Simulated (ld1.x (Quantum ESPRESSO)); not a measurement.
# Ge (Z = 32): excitation energies, all-electron against ultrasoft

germanium, ultrasoft, made with ld1.x (Quantum ESPRESSO) 7.5 (PBE, scalar-relativistic). Core [Ar], reference 3d10 4s2 4p2. Waves: 4s (bound): rcut 1.40, rcutus 1.65 bohr; 4s channel at 3.45 Ry: rcut 1.40, rcutus 1.65 bohr; 4p (bound): rcut 1.30, rcutus 1.75 bohr; 4p channel at 0.8 Ry: rcut 1.30, rcutus 1.75 bohr; 3d (bound): rcut 0.60, rcutus 0.80 bohr; 3d channel at 0.35 Ry: rcut 0.60, rcutus 0.80 bohr. Local part: all-electron potential smoothed inside 1.75 bohr (lloc = -2). Core correction: none. Augmentation charge: PSQ, inside the norm-conserving radii.

Energies are relative to the spin-unpolarised reference configuration 3d10 4s2 4p2; without spin polarisation the order of configurations can differ from experiment. The frozen-core shift is the all-electron ΔE with the core orbitals held at their reference shape minus the fully relaxed ΔE.

| valence configuration | charge | ΔE all-electron (eV) | error AE − PS (meV) | frozen-core shift (meV) |
| --- | --- | --- | --- | --- |
| 3d10 4s2 4p1 | +1 | 7.444 | -0.5 | +0.8 |
| 3d10 4s1 4p0 | +3 | 57.674 | +55 | +11 |
| 3d10 4s1 4p2 | +1 | 16.160 | +2.4 | +1.8 |
| 3d10 4s0 4p0 | +4 | 104.017 | +242 | +30 |
| 3d10 4s0 4p4 | 0 | 16.195 | +7.8 | +2.3 |
| 3d10 4s2 4p1.5 | +0.5 | 2.802 | -0.3 | +0.3 |

(1) What are ΔE and the potential's error for 3d10 4s2 4p0?

## Answers

(1) ΔE = 22.883 eV all-electron; the error (AE − PS) is +4.2 meV.
